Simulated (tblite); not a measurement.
C₇H₁₁P.
Atom-mapped SMILES: `[CH2:1]=[CH:2][P:3]([C:4]#[C:5][CH3:6])[CH2:7][CH3:8]` (hydrogens: H9, H10 on C1; H11 on C2; H12, H13, H14 on C6; H15, H16 on C7; H17, H18, H19 on C8)

Computed with GFN2-xTB (tblite), gas phase: L-BFGS steps from a force-field or distance-geometry start until the largest atomic force falls under 0.01 eV/Å.

Step 25: E = -626.0187 eV
```
atom  x, y, z in Å  |  force x, y, z in eV/Å
C1     -2.2443    2.4776    0.1792   -0.022  -0.010  -0.006
C2     -1.0451    1.9610   -0.0367    0.029  -0.001   0.012
P3     -0.4167    0.5263    0.9066   -0.007  -0.038   0.026
C4      1.0635    0.2458   -0.0136    0.020   0.023  -0.002
C5      2.1746    0.0479   -0.4386    0.017  -0.047   0.061
C6      3.5009   -0.2137   -0.9535   -0.015   0.005   0.013
C7     -1.4685   -0.8137    0.1195    0.019  -0.055   0.003
C8     -0.9204   -2.1930    0.4636    0.010  -0.012   0.015
H9     -2.9248    2.0357    0.8906   -0.010   0.025  -0.018
H10    -2.6028    3.3509   -0.3434    0.007  -0.022  -0.005
H11    -0.3475    2.4234   -0.7251   -0.022  -0.004  -0.007
H12     3.4880   -1.0589   -1.6428   -0.027   0.040  -0.011
H13     3.8848    0.6661   -1.4705   -0.004  -0.025  -0.012
H14     4.1634   -0.4529   -0.1199    0.016   0.017  -0.034
H15    -1.4944   -0.6712   -0.9642    0.012   0.018  -0.008
H16    -2.4872   -0.7034    0.5031    0.024   0.016  -0.004
H17     0.1032   -2.2925    0.1053   -0.014   0.007  -0.026
H18    -0.9115   -2.3501    1.5408   -0.029   0.029   0.005
H19    -1.5250   -2.9759    0.0074   -0.005   0.033  -0.003
```

Step 26: E = -626.0194 eV
```
atom  x, y, z in Å  |  force x, y, z in eV/Å
C1     -2.2436    2.4764    0.1780   -0.026  -0.013  -0.003
C2     -1.0440    1.9602   -0.0346    0.027  -0.008   0.004
P3     -0.4174    0.5266    0.9097    0.014  -0.063   0.047
C4      1.0652    0.2447   -0.0071   -0.003   0.034  -0.001
C5      2.1746    0.0479   -0.4367    0.011  -0.040   0.062
C6      3.4995   -0.2131   -0.9543   -0.013   0.005   0.011
C7     -1.4673   -0.8136    0.1195    0.020  -0.018  -0.001
C8     -0.9214   -2.1928    0.4633    0.015  -0.009   0.012
H9     -2.9230    2.0368    0.8905   -0.034   0.007   0.006
H10    -2.6051    3.3458   -0.3474    0.012   0.003  -0.019
H11    -0.3466    2.4197   -0.7234   -0.001   0.013  -0.031
H12     3.4847   -1.0574   -1.6442   -0.024   0.026  -0.015
H13     3.8832    0.6659   -1.4719   -0.005  -0.010  -0.016
H14     4.1629   -0.4520   -0.1220    0.028   0.008  -0.025
H15    -1.4892   -0.6677   -0.9637    0.010   0.008  -0.016
H16    -2.4866   -0.7002    0.4997    0.015   0.006   0.001
H17     0.1012   -2.2931    0.1045    0.007   0.005  -0.036
H18    -0.9105   -2.3495    1.5400   -0.037   0.025   0.025
H19    -1.5264   -2.9752    0.0077   -0.016   0.024  -0.007
```

Step 27: E = -626.0202 eV
```
atom  x, y, z in Å  |  force x, y, z in eV/Å
C1     -2.2431    2.4747    0.1766   -0.016  -0.018  -0.001
C2     -1.0426    1.9592   -0.0318    0.013  -0.016   0.001
P3     -0.4180    0.5259    0.9142    0.032  -0.065   0.055
C4      1.0672    0.2440    0.0004   -0.026   0.040   0.005
C5      2.1748    0.0470   -0.4330    0.003  -0.026   0.059
C6      3.4977   -0.2124   -0.9551   -0.006   0.003   0.005
C7     -1.4655   -0.8137    0.1193    0.017   0.032  -0.008
C8     -0.9224   -2.1929    0.4632    0.016  -0.004   0.004
H9     -2.9217    2.0384    0.8904   -0.054  -0.013   0.028
H10    -2.6075    3.3399   -0.3525    0.021   0.022  -0.031
H11    -0.3457    2.4157   -0.7220    0.016   0.023  -0.046
H12     3.4803   -1.0550   -1.6460   -0.021   0.005  -0.019
H13     3.8811    0.6655   -1.4739   -0.010   0.010  -0.017
H14     4.1632   -0.4509   -0.1251    0.043  -0.004  -0.014
H15    -1.4830   -0.6636   -0.9634    0.008  -0.006  -0.018
H16    -2.4856   -0.6963    0.4957    0.005  -0.007   0.005
H17     0.0991   -2.2937    0.1030    0.028  -0.002  -0.038
H18    -0.9101   -2.3483    1.5396   -0.039   0.017   0.039
H19    -1.5282   -2.9741    0.0080   -0.027   0.009  -0.009
```

**Question.** Estimate the geometry and energy of step 28. (The exact step hangs on the optimiser's Hessian estimate; all steps are aligned on step 27, rigid shifts and turns removed.)

**Answer.** E = -626.0213 eV, largest force 0.081 eV/Å
```
atom  x, y, z in Å  |  force x, y, z in eV/Å
C1     -2.2429    2.4722    0.1746    0.002  -0.025   0.002
C2     -1.0408    1.9574   -0.0281   -0.008  -0.021   0.002
P3     -0.4182    0.5237    0.9211    0.040  -0.038   0.048
C4      1.0696    0.2437    0.0104   -0.043   0.042   0.011
C5      2.1756    0.0450   -0.4262   -0.002  -0.004   0.049
C6      3.4955   -0.2115   -0.9558    0.005  -0.001  -0.003
C7     -1.4629   -0.8135    0.1188    0.009   0.079  -0.015
C8     -0.9235   -2.1931    0.4631    0.012   0.006  -0.008
H9     -2.9214    2.0408    0.8907   -0.063  -0.030   0.042
H10    -2.6106    3.3326   -0.3597    0.037   0.030  -0.037
H11    -0.3444    2.4105   -0.7207    0.023   0.023  -0.049
H12     3.4739   -1.0516   -1.6489   -0.016  -0.019  -0.018
H13     3.8779    0.6652   -1.4768   -0.022   0.033  -0.014
H14     4.1655   -0.4497   -0.1301    0.055  -0.019  -0.004
H15    -1.4749   -0.6580   -0.9634    0.008  -0.022  -0.016
H16    -2.4838   -0.6907    0.4906   -0.005  -0.026   0.008
H17     0.0967   -2.2948    0.1004    0.042  -0.010  -0.031
H18    -0.9104   -2.3463    1.5396   -0.037   0.007   0.041
H19    -1.5309   -2.9726    0.0082   -0.036  -0.004  -0.008
```

The energy changes by -0.0011 eV. The first-order estimate −F·Δx gives -0.0015 eV and the mean of the old and new forces, exact on a quadratic surface, -0.0011 eV. The step makes an angle of 73° with the force vector and moves no atom by more than 0.011 Å.

What follows is the cost of the whole relaxation. Hardware: one thread, Intel Xeon Platinum 8375C at 2.90 GHz (x86_64), no GPU (shared host). Cost: 0.68 s wall.
